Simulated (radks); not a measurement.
Q: Lu II, 70 electrons, occupied as [Kr] 4d10 4f14 5p6 6s2 7s2 (not the ground configuration). Method: Dirac Kohn-Sham, PBE, spin-unpolarised, spherical densities, point nucleus; computed with a radial shooting solver on a logarithmic mesh with Libxc functionals. Some entries of the table are withheld. Estimate them.

| orbital | occ. | eigenvalue (eV) | <1/r> (bohr^-1) |
|---|---|---|---|
| 1s1/2 | 2 | -63197.65 | (1) |
| 2s1/2 | 2 | -10777.25 | 19.89 |
| 2p1/2 | 2 | (2) | 19.86 |
| 2p3/2 | 4 | (3) | 16.96 |
| 3s1/2 | 2 | -2465.985 | 7.295 |
| 3p1/2 | 2 | -2249.345 | 7.209 |
| 3p3/2 | 4 | -2010.905 | 6.463 |
| 3d3/2 | 4 | (4) | 6.353 |
| 3d5/2 | 6 | (5) | 6.174 |
| 4s1/2 | 2 | -516.0677 | 3.052 |
| 4p1/2 | 2 | (6) | 2.940 |
| 4p3/2 | 4 | (7) | 2.681 |
| 4d3/2 | 4 | (8) | 2.460 |
| 4d5/2 | 6 | (9) | 2.397 |
| 5p1/2 | 2 | -64.8138 | 1.055 |
| 5p3/2 | 4 | -56.9967 | 0.9704 |
| 4f5/2 | 6 | (10) | 1.877 |
| 4f7/2 | 8 | (11) | 1.849 |
| 6s1/2 | 2 | -19.3974 | 0.4733 |
| 7s1/2 | 2 | -6.2656 | 0.2149 |

A: 
(1) 1s1/2 <1/r> (bohr^-1): 82.25
(2) 2p1/2 eigenvalue (eV): -10286.95
(3) 2p3/2 eigenvalue (eV): -9169.232
(4) 3d3/2 eigenvalue (eV): -1643.725
(5) 3d5/2 eigenvalue (eV): -1591.664
(6) 4p1/2 eigenvalue (eV): -427.9023
(7) 4p3/2 eigenvalue (eV): -373.7772
(8) 4d3/2 eigenvalue (eV): -228.9427
(9) 4d5/2 eigenvalue (eV): -219.0671
(10) 4f5/2 eigenvalue (eV): -41.4258
(11) 4f7/2 eigenvalue (eV): -39.8604
